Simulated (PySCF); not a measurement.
## C₆ coefficients of unlike pairs at PBE

Calculated with PySCF 2.14 from the dipole response of each species, C₆(A,B) = (3/π) ∫ α_A(iu) α_B(iu) du, in atomic units, from isotropic polarisabilities. For ions this is the dispersion term alone; charge-induced terms of lower order in 1/R come first.

| species | configuration | basis | relativity | α (bohr³) | C₆ (like pair) |
| --- | --- | --- | --- | --- | --- |
| Ru+ | [Kr] 4d7 (4F) | aug-cc-pVTZ-PP with ECP28MDF (6s6p5d3f2g) | core potential | 16.38 | 105.1 |
| Xe(3+) | [Kr] 4d10 5s2 5p3 (4S) | aug-cc-pVQZ-PP with ECP28MDF (7s7p5d3f2g) | core potential | 9.432 | 54.23 |
| V | [Ar] 3d3 4s2 (4F) | x2c-QZVPPall with one added diffuse shell each of s, p, d, f, g type (12s8p6d4f3g) | spin-free X2C | 91.14 | 979.6 |
| Li+ | 1s2 (1S) | aug-cc-pCVTZ-DK (7s6p4d2f) | spin-free X2C | 0.1853 | 0.07228 |

Q: Estimate C₆ for V with Xe(3+).

A: The integral gives 180.3. The combination rule 2 C_A C_B / (C_A α_B/α_A + C_B α_A/α_B) gives 169.9 and the geometric mean 230.5.

No spin-orbit coupling is included.

The other pairs:

```tsv
pair	C₆
V, Ru+	274.3
Li+, V	4.329
Xe(3+), Ru+	74.84
Li+, Ru+	2.261
Li+, Xe(3+)	1.705
```
